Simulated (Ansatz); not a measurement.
AlCl$_{4}$, charge -1, singlet, geometry from GFN2-xTB (such geometries of metal compounds can be far from the true shape) (a gas-phase anion, which may not be bound at this level); Ansatz (a first-principles code) with CCSD(T)/STO-3G.

The Ansatz input:
Ansatz 0.2 input:
```yaml
crystal:
  periodic: [false, false, false]
  atoms:
    - {symbol: Cl, position_ang: [-1.65839443, -0.37089430, -1.25730454]}
    - {symbol: Al, position_ang: [0.00000000, 0.00000000, 0.00000000]}
    - {symbol: Cl, position_ang: [0.00812152, 2.03452580, 0.57383638]}
    - {symbol: Cl, position_ang: [1.78590719, -0.44613033, -1.03930391]}
    - {symbol: Cl, position_ang: [-0.13563427, -1.21750117, 1.72277208]}
basis:
  gaussian:
    orbitals: STO-3G
total_charge: -1
magnetization: {spin_polarized: false}
correlation: {method: ccsd_t, electrons: outside_noble_gas}
accuracy: high
```

It wrote (shortened):

```
Functional definition: HF
886 factors; integrals over basis functions are off by at most 6.3e-9 eV
mean field evaluation 1: about -55990.9236 eV, gradient 2.4e1 eV
mean field evaluation 2: about -55990.9592 eV, gradient 2.4e1 eV
mean field evaluation 4: about -55993.2866 eV, gradient 4.7e-1 eV
mean field evaluation 8: about -55993.2862 eV, gradient 4.4e-6 eV
mean field evaluation 16: about -55993.2381 eV, gradient 4.7e-1 eV
mean field -55993.28624469 eV, -2057.7153158799 hartree, gradient 1.9e-8 eV, S^2 0.000000; 0 other end points of the search recorded, 0 dependent functions left out
25 core orbitals not correlated
reference -55993.28624469 eV, -2057.7153158799 hartree; 16, 16 occupied and 4, 4 virtual orbitals, 886 factors
second order -0.77804180 eV of doubles, -0.00000000 eV of singles
cycle   1  -0.88354205 eV  change   -1.1e-1 eV  update   3.6e-2
cycle   2  -0.93859172 eV  change   -5.5e-2 eV  update   1.0e-2
cycle   3  -0.94250590 eV  change   -3.9e-3 eV  update   1.8e-3
cycle   4  -0.94261980 eV  change   -1.1e-4 eV  update   3.2e-4
cycle   5  -0.94262697 eV  change   -7.2e-6 eV  update   8.1e-5
cycle   6  -0.94264024 eV  change   -1.3e-5 eV  update   1.4e-5
cycle   7  -0.94264016 eV  change    7.8e-8 eV  update   2.9e-6
cycle   8  -0.94263943 eV  change    7.3e-7 eV  update   5.6e-7
cycle   9  -0.94263953 eV  change   -1.0e-7 eV  update   1.3e-7
cycle  10  -0.94263953 eV  change    1.6e-9 eV  update   1.8e-8
cycle  11  -0.94263953 eV  change    1.3e-9 eV  update   6.5e-9
cycle  12  -0.94263928 eV  change    2.5e-7 eV  update   6.4e-8
cycle  13  -0.94263924 eV  change    4.6e-8 eV  update   1.9e-8
cycle  14  -0.94263923 eV  change    8.8e-9 eV  update   4.0e-9
cycle  15  -0.94263923 eV  change   9.9e-13 eV  update  8.2e-10
perturbative correction -0.02346473 eV, -0.0008623127 hartree
Total energy: -55994.25234864 eV, -2057.7508195452 hartree
```
